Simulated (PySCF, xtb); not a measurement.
GaCl2I, SMILES [Cl][Ga]([I])[Cl].

GFN2-xTB in xtb at its own geometry gives an orbital gap of 3.87 eV and a dipole moment of 4.82 D.

Geometry optimised at PBE0-D3(BJ)/def2-SVP. The structure was generated by enumeration; whether it is a known compound was not checked. The def2 effective core potentials stand for the cores of I; spin–orbit coupling is left out.

**Question.** What does PySCF with ωB97X/def2-TZVP give? (The exact figures need the calculation; the answer reports its results.)

**Answer.** gap 10.26 eV (levels -10.53 and -0.27 eV), dipole 1.10 D.
